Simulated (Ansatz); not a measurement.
`[F][Ge]([F])([F])[GeH3]` + `NC1=C[SiH2]1` → `[GeH3][NH]C1=C[SiH2]1` + `[F][GeH]([F])[F]`  (cleavage of the Ge–Ge bond)

Gas-phase electronic energies from Ansatz, PBE0-D4/def2-TZVP geometries. CBS: MP2 limit from def2 TZ/QZ plus the TZ coupled-cluster correction, frozen cores. DFT in def2-TZVPP. HSE06 is defined as in plane-wave codes. For Ge outer-core shells are correlated without core-valence functions, which leaves a few kJ/mol of doubt a bond. Scalar relativity is left out up to krypton. Each species was taken in one conformer, which may not be the lowest.

Q: Is it downhill or uphill in electronic energy at CCSD(T)/CBS, and by how much? (Estimate.)

A: Ansatz gave: Uphill: ΔE = +0.28 eV.

Q: What do these levels give: r2SCAN0-D4, HSE06-D4, BHLYP-D4, ωB97M-V, revPBE, BHLYP, RPA@PBE/def2-TZVPP, CCSD/def2-SVP, SCS-MP2/def2-TZVPP, CCSD/def2-TZVPP, MP2/CBS(def2), CCSD/CBS(def2)? (Estimate.)

A: Ansatz gave: r2SCAN0-D4 0.36, HSE06-D4 0.41, BHLYP-D4 0.32, ωB97M-V 0.35, revPBE 0.51, BHLYP 0.34, RPA@PBE/def2-TZVPP 0.20, CCSD/def2-SVP 0.18, SCS-MP2/def2-TZVPP 0.16, CCSD/def2-TZVPP 0.23, MP2/CBS(def2) 0.23, CCSD/CBS(def2) 0.29 eV.

Largest T1 diagnostic among the species: 0.013.

Leaving LDA and LC-ωPBE aside and taking each functional with its dispersion term where it has one, the values, not all of them listed here, spread over 0.19 eV, from B97M-V to PBE-D4. LDA lies −0.04 eV from PBE without D4. From PBE to PBE0 (25 % exact exchange), in def2-TZVPP and without D4, ΔE moves by −0.06 eV.
